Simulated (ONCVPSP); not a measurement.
**What one change does to a pseudopotential (manganese (Mn), ONCV)**

manganese, optimised norm-conserving Vanderbilt (ONCV), made with ONCVPSP 4.0.1 (PBEsol, scalar-relativistic). Core [Ar], reference 3d5 4s0.5 (charge +1.5). Waves: 4s: rc 2.55 bohr, ncon 3, nbas 6, qcut 3 1/bohr, 1 projector; p scattering state at 0.45 Ha: rc 2.00 bohr, ncon 3, nbas 6, qcut 5 1/bohr, 1 projector; 3d: rc 1.60 bohr, ncon 3, nbas 7, qcut 8.4 1/bohr, 2 projectors, debl 2.6 Ha. Local part: polynomial inside 1.40 bohr (lpopt 3, dvloc0 3 Ha). Core correction: Teter function, fcfact 4, rcfact 1.4.

In the p channel the program set the typed energies aside and used 0.050 Ha.

Change: core correction Teter function, fcfact 4, rcfact 1.38.

Cutoffs: the cutoffs (Ha) at which the residual kinetic energy of the hardest occupied pseudo-wave falls to 1 and 0.1 mHa per electron; they do not see the model core or the augmentation charge, which bear on the density cutoff. Errors are all-electron minus pseudo energies relative to the spin-unpolarised reference configuration.

Task: How do hardness, ghosts and transferability respond?

Result: The potential gets neither clearly harder nor softer (30 Ha and 35 Ha → 30 Ha and 35 Ha); of the 4 tests that both files solve, the error grows in 0 and shrinks in 4 by more than 15 % and 0.3 meV (median size 12.1 → 8.7 meV); neither file shows a bound ghost. A model core, the more so a compact one, raises the density cutoff, which this test does not measure.

```tsv
quantity	base	changed
cutoff, loose	30 Ha	30 Ha
cutoff, tight	35 Ha	35 Ha
bound ghosts	none	none
GHOST(+) flags under 300 eV	none	none
error for 3d5 4s2, meV [ΔE -15.27 eV]	-19	-11
error for 3d5 4s1, meV [ΔE -6.84 eV]	-8.2	-6.4
error for 3d5 4s0, meV [ΔE 8.67 eV]	-15	-11
error for 3d5.5 4s1.5, meV [ΔE -15.76 eV]	-9.6	-2.9
s: phases at 2.59 bohr within 0.05 rad from the reference energy up to (Ha; the scan ends near 5)	0.1	0.1
p: phases at 2.03 bohr within 0.05 rad from the reference energy up to (Ha; the scan ends near 5)	0.8	0.8
d: phases at 1.63 bohr within 0.05 rad from the reference energy up to (Ha; the scan ends near 5)	to the end of the scan	to the end of the scan
rms error of d²Exc/dni dnj with the model core, mHa	7.48	7.55
```
